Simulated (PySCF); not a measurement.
Sn(Cl)(SH) (ClHSSn), SMILES [SH][Sn][Cl] (connectivity only; charge and spin as stated), neutral, multiplicity 1.

Geometry: PBE0-D3(BJ)/def2-TZVP. The def2 effective core potentials stand for the cores of Sn; spin–orbit coupling is left out. Other conformers were not sampled.

Level of theory: PBE0-D3(BJ)/def2-TZVP (PySCF 2.14.0).

Frequencies are harmonic and unscaled.

List the normal modes with their intensities. (An estimate is asked for; the answer gives what the named calculation found.)


| mode | ν (cm⁻¹) | IR (km/mol) | moving atoms (share of kinetic energy) |
|---|---|---|---|
| 1 | 114 | 1.9 | Cl 41 %, S 41 %, Sn 15 % |
| 2 | 327 | 9.5 | H 96 % |
| 3 | 337 | 71.0 | S 46 %, Cl 28 %, Sn 24 % |
| 4 | 352 | 42.3 | Cl 49 %, S 28 %, Sn 21 % |
| 5 | 659 | 12.1 | H 93 % |
| 6 | 2697 | 1.5 | H 97 % |
